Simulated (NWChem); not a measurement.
Species: BeNH3; SMILES [BeH][NH2]

Program: NWChem. Pople sets run with spherical d functions. The geometry was optimised at PBE0/def2-SVP. Vertical excitations in the gas phase; the lowest state need not have the same character in each row.

| level | lowest excitation, singlet (eV) | lowest state with f > 0.02, singlet (eV) | orbital gap (eV) |
|---|---|---|---|
| PBE/6-31+G*, TDA | 5.17 | 5.39 | 5.22 |
| B3LYP/6-31+G*, TDA | … | … | … |
| LRC-wPBEh/6-31+G*, TDA | 5.82 | 5.94 | 10.09 |
| BHandHLYP/6-31+G*, TDA | 6.17 | 6.19 | 8.78 |

### Question
What belongs in the gaps?

### Answer

- B3LYP/6-31+G*, TDA, lowest excitation, singlet (eV): 5.57
- B3LYP/6-31+G*, TDA, lowest state with f > 0.02, singlet (eV): 5.69
- B3LYP/6-31+G*, TDA, orbital gap (eV): 6.69
